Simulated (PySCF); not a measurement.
NICS in isomers of C11H10.

NICS = −σ at a ghost point: NICS(0) at the centroid of the ring atoms, NICS(1) 1 Å to either side along the normal of their mean plane, zz for the tensor component along that normal. Level: GIAO PBE0/pcSseg-1 (PySCF, non-relativistic, gas phase) on the GFN2-xTB geometries, one conformer each. Atom numbers follow the mapped SMILES.

Problem. Order these rings by mean NICS(1)zz, lowest (most negative) first (ppm).
A. ring C5–C6–C7–C8–C9–C10–C11 in `[CH3:1][c:2]1[cH:3][cH:4][c:5]2[cH:6][cH:7][cH:8][cH:9][cH:10][c:11]1-2`
B. ring C3–C4–C6–C7–C8–C9 in `[CH:1]#[C:2][c:3]1[c:4]([CH3:5])[cH:6][cH:7][c:8]2[c:9]1[CH2:10][CH2:11]2`
C. ring C3–C4–C5–C6–C7–C8 in `[CH:1]#[C:2][C:3]1=[CH:4][CH2:5][CH:6]=[CH:7][C@@H:8]1[C:9]#[C:10][CH3:11]`
D. ring C6–C7–C8–C9–C10–C11 in `[CH2:1]=[C:2]([CH3:3])[C:4]#[C:5][c:6]1[cH:7][cH:8][cH:9][cH:10][cH:11]1`
E. ring C2–C3–C4–C5–C10–C11 in `[CH3:1][c:2]1[cH:3][cH:4][c:5]2[cH:6][cH:7][cH:8][cH:9][c:10]2[cH:11]1`

Solution. E (-28.4), D (-27.2), B (-25.5), A (-19.8), C (-0.2).

```csv
SMILES,ring,NICS(0),NICS(1),NICS(1)zz,HOMA,rms pucker (Å),ring atoms with four or more neighbours
Cc1ccc2ccccc2c1,6-membered carbocycle; formal bonds all aromatic,-8.7,-11.6,-28.4,0.85,0.00,0
C=C(C)C#Cc1ccccc1,6-membered carbocycle; formal bonds all aromatic,-8.2,-10.9,-27.2,0.99,0.00,0
C#Cc1c(C)ccc2c1CC2,6-membered carbocycle; formal bonds all aromatic,-8.7,-10.8,-25.5,0.95,0.00,0
Cc1ccc2cccccc1-2,"7-membered carbocycle; formal bonds 6 aromatic, 1 single",-5.2,-8.1,-19.8,0.62,0.00,0
C#CC1=CCC=C[C@@H]1C#CC,"6-membered carbocycle; formal bonds 2 double, 4 single",0.1,-2.0,-0.2,–,0.11,2
```

NICS(0) gives another order. The isotropic NICS(1) gives the same order. Over the 4 rings with a HOMA value its correlation coefficient with NICS(1)zz is -0.83. HOMA uses Krygowski's 1993 parameters; it is left out where a ring has a four-coordinate atom, a triple bond, no multiple bond or a kind of bond without parameters. NICS(1) and NICS(1)zz are means over the two faces.
